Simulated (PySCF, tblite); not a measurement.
Isomers of C6H7F2NO, one GFN2-xTB conformer each. Single-point energies are computed at PBE0/pcSseg-1 (PySCF, gas phase, no added dispersion term), electronic only.

```
                 SMILES  GFN2-xTB relative energy (kJ/mol)
C#C[C@@H](C(=O)NC)C(F)F                               38.8
       CC(C)c1noc(F)c1F                                0.0
```

Conformers: `[CH:1]#[C:2][C@@H:3]([C:4](=[O:5])[NH:6][CH3:7])[CH:8]([F:9])[F:10]` with C2–C3–C4–O5 -152°, C3–C4–N6–C7 177°, C2–C3–C8–F9 -58°; `[CH3:1][CH:2]([CH3:3])[c:4]1[n:5][o:6][c:7]([F:8])[c:9]1[F:10]` with C1–C2–C4–N5 -119°.

What does PBE0/pcSseg-1 give for the same structures?

| SMILES | PBE0/pcSseg-1 E (Eh) | PBE0/pcSseg-1 (kJ/mol) | GFN2-xTB (kJ/mol) | point group |
| --- | --- | --- | --- | --- |
| C#C[C@@H](C(=O)NC)C(F)F | -561.79689 | 0.0 | 38.8 | C1 |
| CC(C)c1noc(F)c1F | -561.77740 | 51.2 | 0.0 | Cs |

GFN2-xTB puts CC(C)c1noc(F)c1F lowest instead. As drawn, the lower has a C=O bond, a C≡C bond and an N–H bond, which the higher lacks; the higher has an aromatic ring and an N–O linkage, which the lower lacks.

Which frontier levels, dipoles and rotational constants go with these structures?

| SMILES | HOMO (eV, PBE0/pcSseg-1) | LUMO (eV) | dipole (D) | A, B, C (MHz) |
| --- | --- | --- | --- | --- |
| C#C[C@@H](C(=O)NC)C(F)F | -7.57 | 0.23 | 2.82 | 1860, 977.1, 840.3 |
| CC(C)c1noc(F)c1F | -7.70 | -0.50 | 2.17 | 2424, 954.6, 802.5 |

What happens when harmonic zero-point energies from GFN2-xTB frequencies are added?

```json
{"SMILES": "C#C[C@@H](C(=O)NC)C(F)F", "ZPE (kJ/mol)": "315.8", "electronic (kJ/mol)": "0.0", "with ZPE (kJ/mol)": "0.0"}
{"SMILES": "CC(C)c1noc(F)c1F", "ZPE (kJ/mol)": "326.9", "electronic (kJ/mol)": "51.2", "with ZPE (kJ/mol)": "62.3"}
```

The zero-point energies span 11.1 kJ/mol. The order is unchanged.
